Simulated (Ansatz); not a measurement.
Pulling on the Br1–Br2 bond in Br2 (multiplicity 1 held). Energies count from the point at 2.316 Å.


Restricted levels (R-, RO-) in cc, def2 and unpolarised 6-31G sets keep to the state of the molecule at rest. Unrestricted levels (U-) break spin symmetry where that is lower. Active spaces are followed from rest. Left out are points that failed, MP2 points that dive below the minimum, coupled-cluster points behind a jump of the amplitudes or a sharp parting from full CI or MRCI, small-basis points behind a change of solution, and semi-empirical points at long bonds. Curves can end on different states.

Frozen-core correlation. Filled d and f shells under p-block atoms count as core.

The values were computed with Ansatz (Gaussian basis) for Hartree–Fock, density functionals and correlated methods. 

Energies in kJ/mol.

```json
[
 {"R (Å)": "1.853", "R-MP2/cc-pVDZ": "341", "U-MP2/cc-pVDZ": "341", "SC-NEVPT2 on CASSCF(14,8)/cc-pVDZ": "351", "FIC-NEVPT4(SD) on CASSCF(14,8)/cc-pVDZ": "357", "FIC-MRCISD+Q on CASSCF(14,8)/cc-pVDZ": "357"},
 {"R (Å)": "2.084", "R-MP2/cc-pVDZ": "58", "U-MP2/cc-pVDZ": "58", "SC-NEVPT2 on CASSCF(14,8)/cc-pVDZ": "63", "FIC-NEVPT4(SD) on CASSCF(14,8)/cc-pVDZ": "66", "FIC-MRCISD+Q on CASSCF(14,8)/cc-pVDZ": "66"},
 {"R (Å)": "2.316", "R-MP2/cc-pVDZ": "0", "U-MP2/cc-pVDZ": "0", "SC-NEVPT2 on CASSCF(14,8)/cc-pVDZ": "0", "FIC-NEVPT4(SD) on CASSCF(14,8)/cc-pVDZ": "0", "FIC-MRCISD+Q on CASSCF(14,8)/cc-pVDZ": "0"},
 {"R (Å)": "2.547", "R-MP2/cc-pVDZ": "27", "U-MP2/cc-pVDZ": "59", "SC-NEVPT2 on CASSCF(14,8)/cc-pVDZ": "20", "FIC-NEVPT4(SD) on CASSCF(14,8)/cc-pVDZ": "17", "FIC-MRCISD+Q on CASSCF(14,8)/cc-pVDZ": "16"},
 {"R (Å)": "2.779", "R-MP2/cc-pVDZ": "81", "U-MP2/cc-pVDZ": "122", "SC-NEVPT2 on CASSCF(14,8)/cc-pVDZ": "63", "FIC-NEVPT4(SD) on CASSCF(14,8)/cc-pVDZ": "57", "FIC-MRCISD+Q on CASSCF(14,8)/cc-pVDZ": "56"},
 {"R (Å)": "3.126", "R-MP2/cc-pVDZ": "161", "U-MP2/cc-pVDZ": "153", "SC-NEVPT2 on CASSCF(14,8)/cc-pVDZ": "119", "FIC-NEVPT4(SD) on CASSCF(14,8)/cc-pVDZ": "110", "FIC-MRCISD+Q on CASSCF(14,8)/cc-pVDZ": "109"},
 {"R (Å)": "3.474", "R-MP2/cc-pVDZ": "219", "U-MP2/cc-pVDZ": "162", "SC-NEVPT2 on CASSCF(14,8)/cc-pVDZ": "151", "FIC-NEVPT4(SD) on CASSCF(14,8)/cc-pVDZ": "141", "FIC-MRCISD+Q on CASSCF(14,8)/cc-pVDZ": "139"},
 {"R (Å)": "4.053", "R-MP2/cc-pVDZ": "253", "U-MP2/cc-pVDZ": "164", "SC-NEVPT2 on CASSCF(14,8)/cc-pVDZ": "168", "FIC-NEVPT4(SD) on CASSCF(14,8)/cc-pVDZ": "158", "FIC-MRCISD+Q on CASSCF(14,8)/cc-pVDZ": "156"},
 {"R (Å)": "4.631", "R-MP2/cc-pVDZ": "229", "U-MP2/cc-pVDZ": "165", "SC-NEVPT2 on CASSCF(14,8)/cc-pVDZ": "170", "FIC-NEVPT4(SD) on CASSCF(14,8)/cc-pVDZ": "159", "FIC-MRCISD+Q on CASSCF(14,8)/cc-pVDZ": "157"},
 {"R (Å)": "5.326", "R-MP2/cc-pVDZ": "164", "U-MP2/cc-pVDZ": "166", "SC-NEVPT2 on CASSCF(14,8)/cc-pVDZ": "170", "FIC-NEVPT4(SD) on CASSCF(14,8)/cc-pVDZ": "160", "FIC-MRCISD+Q on CASSCF(14,8)/cc-pVDZ": "158"},
 {"R (Å)": "6.252", "R-MP2/cc-pVDZ": "62", "U-MP2/cc-pVDZ": "166", "SC-NEVPT2 on CASSCF(14,8)/cc-pVDZ": "170", "FIC-NEVPT4(SD) on CASSCF(14,8)/cc-pVDZ": "160", "FIC-MRCISD+Q on CASSCF(14,8)/cc-pVDZ": "158"},
 {"R (Å)": "7.410", "R-MP2/cc-pVDZ": "left out", "U-MP2/cc-pVDZ": "166", "SC-NEVPT2 on CASSCF(14,8)/cc-pVDZ": "171", "FIC-NEVPT4(SD) on CASSCF(14,8)/cc-pVDZ": "160", "FIC-MRCISD+Q on CASSCF(14,8)/cc-pVDZ": "158"},
 {"R (Å)": "9.263", "R-MP2/cc-pVDZ": "left out", "U-MP2/cc-pVDZ": "167", "SC-NEVPT2 on CASSCF(14,8)/cc-pVDZ": "171", "FIC-NEVPT4(SD) on CASSCF(14,8)/cc-pVDZ": "160", "FIC-MRCISD+Q on CASSCF(14,8)/cc-pVDZ": "158"}
]
```

Doubts at one or more of the structures used: a restricted determinant that unrestricted orbitals would lower (R-MP2/cc-pVDZ); a spin-contaminated determinant (U-MP2/cc-pVDZ).

Ansatz is a program for electronic structure.
